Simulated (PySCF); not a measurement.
A geometry optimisation, step by step.

Compound: C₃H₈OSi.
Numbering: `[CH3:1][O:2][SiH:3]1[CH2:4][CH2:5]1` (hydrogens: H6, H7, H8 on C1; H9 on Si3; H10, H11 on C4; H12, H13 on C5)

Computed by this run: PBE0-D3(BJ)/def2-SVP geometry optimisation, gas phase in PySCF 2.14.0; density fitting, grid level 1; the optimiser is geomeTRIC in internal coordinates, started from a GFN2-xTB structure with every atom displaced at random (about 0.01 Å). The frame can shift and turn from step to step; on so coarse a grid that alone can change the energy by a few meV, and forces under 0.02 eV/Å are noise.

Step 0: E = -13149.9209 eV, largest atomic force 1.662 eV/Å
```
atom  x, y, z in Å  |  force x, y, z in eV/Å
C1      2.116    1.004    0.549   -1.438   0.811  -0.196
O2      1.007    0.213    0.890    0.700   0.398   0.356
Si3     0.068   -0.709   -0.076   -0.925   0.522   0.090
C4     -1.649   -0.865    0.508   -0.956  -0.752   0.235
C5     -1.519   -0.052   -0.801    0.629   1.128   1.043
H6      2.505    1.447    1.463    0.333   0.056   0.313
H7      1.788    1.844   -0.106    0.235  -0.191   0.138
H8      2.884    0.457    0.027    0.706  -0.543  -0.308
H9      0.810   -1.743   -0.753    0.377  -0.698  -0.393
H10    -2.044   -0.325    1.382    0.368   0.045  -0.054
H11    -2.204   -1.813    0.409    0.192   0.087  -0.021
H12    -1.952   -0.486   -1.666   -0.469  -0.646  -1.187
H13    -1.804    1.012   -0.717    0.245  -0.217  -0.017
```

Step 1: E = -13150.0507 eV, largest atomic force 0.437 eV/Å
```
atom  x, y, z in Å  |  force x, y, z in eV/Å
C1      2.050    1.215    0.404    0.371  -0.172   0.038
O2      1.101    0.328    0.916   -0.270  -0.158   0.089
Si3     0.114   -0.679    0.042    0.109  -0.101  -0.071
C4     -1.593   -1.026    0.623    0.168   0.365   0.172
C5     -1.503   -0.082   -0.618   -0.170  -0.269  -0.264
H6      2.518    1.745    1.251   -0.028   0.010  -0.093
H7      1.607    1.962   -0.272   -0.071   0.100  -0.082
H8      2.858    0.683   -0.145   -0.157   0.132   0.079
H9      0.877   -1.746   -0.658    0.002   0.075  -0.056
H10    -1.931   -0.561    1.555   -0.066   0.032   0.023
H11    -2.050   -2.001    0.459   -0.050  -0.218  -0.021
H12    -1.924   -0.500   -1.549    0.146   0.152   0.151
H13    -1.819    0.954   -0.457    0.016   0.054   0.034
```

Step 2: E = -13150.0620 eV, largest atomic force 0.125 eV/Å
```
atom  x, y, z in Å  |  force x, y, z in eV/Å
C1      2.032    1.206    0.413    0.045   0.000  -0.059
O2      1.091    0.298    0.914    0.048  -0.019   0.040
Si3     0.124   -0.703    0.015   -0.025   0.004   0.122
C4     -1.575   -1.006    0.638   -0.025  -0.015  -0.042
C5     -1.492   -0.086   -0.624   -0.076  -0.077  -0.040
H6      2.494    1.738    1.258   -0.018  -0.003   0.003
H7      1.569    1.955   -0.254    0.002   0.008   0.003
H8      2.841    0.701   -0.148   -0.025   0.008   0.011
H9      0.876   -1.763   -0.702    0.008   0.047  -0.025
H10    -1.908   -0.521    1.563    0.039   0.011  -0.022
H11    -2.046   -1.986    0.496   -0.006   0.003  -0.003
H12    -1.908   -0.498   -1.552   -0.018   0.026   0.025
H13    -1.792    0.957   -0.465    0.051   0.007  -0.013
```

Step 3: E = -13150.0644 eV, largest atomic force 0.060 eV/Å
```
atom  x, y, z in Å  |  force x, y, z in eV/Å
C1      2.034    1.203    0.411   -0.025   0.037  -0.040
O2      1.097    0.295    0.921    0.018   0.007   0.028
Si3     0.122   -0.700    0.025   -0.011  -0.041   0.023
C4     -1.580   -1.007    0.637   -0.017  -0.028  -0.030
C5     -1.493   -0.090   -0.625   -0.024   0.000   0.025
H6      2.503    1.736    1.252   -0.003  -0.001   0.013
H7      1.565    1.955   -0.250    0.010  -0.013   0.014
H8      2.836    0.700   -0.158    0.007  -0.019  -0.008
H9      0.880   -1.751   -0.700    0.012   0.015  -0.021
H10    -1.906   -0.518    1.562   -0.003   0.007  -0.009
H11    -2.052   -1.987    0.496    0.018   0.033   0.019
H12    -1.914   -0.498   -1.552   -0.002  -0.006  -0.017
H13    -1.785    0.955   -0.469    0.020   0.009   0.005
```

Step 4: E = -13150.0651 eV, largest atomic force 0.025 eV/Å
```
atom  x, y, z in Å  |  force x, y, z in eV/Å
C1      2.030    1.201    0.408   -0.017   0.014  -0.006
O2      1.099    0.291    0.926    0.003   0.005   0.022
Si3     0.124   -0.706    0.031   -0.004  -0.021  -0.013
C4     -1.581   -1.008    0.639    0.001   0.009  -0.015
C5     -1.489   -0.089   -0.622   -0.004   0.008   0.011
H6      2.503    1.735    1.246    0.007   0.000   0.001
H7      1.555    1.952   -0.250   -0.001  -0.007   0.003
H8      2.828    0.697   -0.167    0.012  -0.006  -0.008
H9      0.883   -1.749   -0.703    0.006   0.003  -0.006
H10    -1.906   -0.516    1.562   -0.006  -0.001   0.004
H11    -2.057   -1.985    0.497    0.001   0.004   0.009
H12    -1.910   -0.491   -1.551   -0.002  -0.008  -0.012
H13    -1.772    0.959   -0.464    0.005   0.000   0.009
```

Step 5: E = -13150.0652 eV, largest atomic force under 0.02 eV/Å
```
atom  x, y, z in Å  |  force x, y, z in eV/Å
C1      2.026    1.199    0.405   -0.010   0.002  -0.002
O2      1.101    0.286    0.929    0.006   0.001   0.014
Si3     0.125   -0.710    0.034   -0.003  -0.005  -0.016
C4     -1.581   -1.006    0.640    0.002   0.009  -0.005
C5     -1.486   -0.087   -0.620    0.004   0.007  -0.001
H6      2.504    1.733    1.240    0.003  -0.003  -0.001
H7      1.545    1.948   -0.250    0.000   0.000  -0.002
H8      2.822    0.696   -0.175    0.004   0.000  -0.002
H9      0.885   -1.749   -0.705    0.001  -0.002   0.003
H10    -1.904   -0.512    1.563   -0.001  -0.004   0.004
H11    -2.061   -1.981    0.500   -0.004  -0.003   0.003
H12    -1.907   -0.486   -1.550    0.000  -0.003   0.001
H13    -1.762    0.962   -0.460   -0.002  -0.001   0.005
```

Question: Summarise the path.

Answer: The energy falls by 13.93 kJ/mol from step 0 to step 5; nine tenths of that is first reached at step 2. It falls at every step. The largest force goes from 1.662 to under 0.02 eV/Å. Among the bonds Si3–H9 changes most, from 1.441 to 1.484 Å; the atoms move by 0.110 Å rms after alignment.

Question: Follow the three bonds and two angles with the largest change from start to end.

Answer: 
```json
{"step": "0", "E above end (kJ/mol)": "13.93", "largest force (eV/Å)": "1.662", "Si3–H9 (Å)": "1.441", "C5–H12 (Å)": "1.060", "C1–H8 (Å)": "1.078", "Si3–C4–H10 (°)": "123.5", "O2–Si3–C4 (°)": "113.6"}
{"step": "1", "E above end (kJ/mol)": "1.40", "largest force (eV/Å)": "0.437", "Si3–H9 (Å)": "1.486", "C5–H12 (Å)": "1.104", "C1–H8 (Å)": "1.113", "Si3–C4–H10 (°)": "118.4", "O2–Si3–C4 (°)": "120.0"}
{"step": "2", "E above end (kJ/mol)": "0.31", "largest force (eV/Å)": "0.125", "Si3–H9 (Å)": "1.485", "C5–H12 (Å)": "1.097", "C1–H8 (Å)": "1.107", "Si3–C4–H10 (°)": "119.6", "O2–Si3–C4 (°)": "117.2"}
{"step": "3", "E above end (kJ/mol)": "0.08", "largest force (eV/Å)": "0.060", "Si3–H9 (Å)": "1.484", "C5–H12 (Å)": "1.096", "C1–H8 (Å)": "1.105", "Si3–C4–H10 (°)": "118.9", "O2–Si3–C4 (°)": "117.8"}
{"step": "4", "E above end (kJ/mol)": "0.02", "largest force (eV/Å)": "0.025", "Si3–H9 (Å)": "1.484", "C5–H12 (Å)": "1.096", "C1–H8 (Å)": "1.105", "Si3–C4–H10 (°)": "118.7", "O2–Si3–C4 (°)": "117.8"}
{"step": "5", "E above end (kJ/mol)": "0.00", "largest force (eV/Å)": "under 0.02", "Si3–H9 (Å)": "1.484", "C5–H12 (Å)": "1.096", "C1–H8 (Å)": "1.105", "Si3–C4–H10 (°)": "118.7", "O2–Si3–C4 (°)": "117.8"}
```

The cost below is that of the whole optimisation. On Arm Neoverse V1, one thread, shared host, this took 27 s and 0.47 GiB of memory at its peak.
